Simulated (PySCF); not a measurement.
Computed shifts of a molecule C₂H₆F₂Si, B3LYP/pcSseg-1 (PySCF), GIAO, gas phase, atoms alike by connectivity averaged where their shifts nearly agree, in ppm (number of nuclei): ¹³C: -0.2 (2). ²⁹Si: 14.6 (1). ¹⁹F: -155.5 (2). ¹H: 0.55 (6). References: ¹³C against TMS (σ = 181.3 ppm); ²⁹Si against TMS (σ = 338.7 ppm); ¹⁹F against CFCl3 (σ = 161.7 ppm); ¹H against TMS (σ = 31.68 ppm), references at their B3LYP-D3(BJ)/def2-TZVP geometries, non-relativistic. The structure is a stationary point at B3LYP-D3(BJ)/def2-SVP. The values are those of a single conformer.

Identify the compound among the candidates.
A) FC(F)C[SiH3]
B) C[Si](C)(F)F
C) FC[SiH2]CF
D) CC(F)(F)[SiH3]

B, C[Si](C)(F)F
